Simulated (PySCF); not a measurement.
A structure optimised at PBE-D3(BJ)/def2-SVP, used in a PySCF frequency run:

```xyz
12

Al     0.0637    -0.0511     0.1013
O     -0.4092    -1.3463    -0.9224
C     -1.2077    -1.5391    -2.0576
H     -1.7421    -0.6144    -2.3825
H     -0.5908    -1.8867    -2.9169
H     -1.9770    -2.3208    -1.8657
P      1.6025    -0.6299     1.7671
H      0.7683    -1.7282     2.1890
H      1.0074     0.2910     2.7049
P     -0.5946     2.1522    -0.4014
H     -0.9739     2.3808     0.9716
H     -1.9178     1.7136    -0.7768
```
Charge 0, spin multiplicity 1.

Write its SMILES and formula.

C[O][Al]([PH2])[PH2], CH7AlOP2

What are its rotational constants (standard atomic weights)?

2.1055, 1.5709, 0.91728 GHz
